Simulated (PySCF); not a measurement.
A calculated (BP86, PySCF 2.14, cc-pVTZ-DK, scalar relativity by spin-free X2C-1e) atom or ion has these occupied shells.

```csv
shell,electrons,orbital energy (eV),"rms radius, mean of both spins (bohr)"
1s α,1,-1797.0,0.129
1s β,1,-1796.9,0.129
2s α,1,-149.20,0.620
2s β,1,-149.10,0.620
2p α,3,-105.33,0.603
2p β,3,-105.20,0.603
3s α,1,-19.411,2.21
3s β,1,-18.588,2.21
3p α,1,-12.234,2.66
```

Name the element and its charge.

Si⁺ (silicon, charge +1), in [Ne] 3s2 3p1, 2P determinant.
